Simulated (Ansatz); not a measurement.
Mulliken charges of `C/N=C(/O)Br` from ωB97M-V/def2-TZVPP in Ansatz (PBE0-D4/def2-TZVP geometry).

```json
{"atom": "C1", "x (Å)": "0.863", "y (Å)": "0.554", "z (Å)": "0.878", "charge (e)": "-0.248"}
{"atom": "N2", "x (Å)": "0.176", "y (Å)": "-0.537", "z (Å)": "0.239", "charge (e)": "-0.233"}
{"atom": "C3", "x (Å)": "-0.642", "y (Å)": "-0.370", "z (Å)": "-0.681", "charge (e)": "0.175"}
{"atom": "O4", "x (Å)": "-1.297", "y (Å)": "-1.354", "z (Å)": "-1.296", "charge (e)": "-0.237"}
{"atom": "Br5", "x (Å)": "-1.162", "y (Å)": "1.309", "z (Å)": "-1.436", "charge (e)": "-0.050"}
{"atom": "H6", "x (Å)": "1.464", "y (Å)": "1.122", "z (Å)": "0.161", "charge (e)": "0.133"}
{"atom": "H7", "x (Å)": "1.524", "y (Å)": "0.156", "z (Å)": "1.647", "charge (e)": "0.123"}
{"atom": "H8", "x (Å)": "0.159", "y (Å)": "1.248", "z (Å)": "1.349", "charge (e)": "0.133"}
{"atom": "H9", "x (Å)": "-0.997", "y (Å)": "-2.174", "z (Å)": "-0.877", "charge (e)": "0.205"}
```

Question: By hand: the dipole of these point charges (1 e Å = 4.8032 D).

Answer: Σ q r = (0.197, 0.067, 0.210) e Å, of length 0.296 e Å = 1.42 D.

Question: How does the dipole of the full density compare? (Estimate.)

Answer: The calculation gave: (0.140, -0.083, 0.163) e Å, 1.11 D; the point charges give 1.28 times that, at 34° from its direction.

Point charges leave out the atoms' own dipoles, such as those of lone pairs, and Mulliken's split depends on the basis, so the two needn't agree.
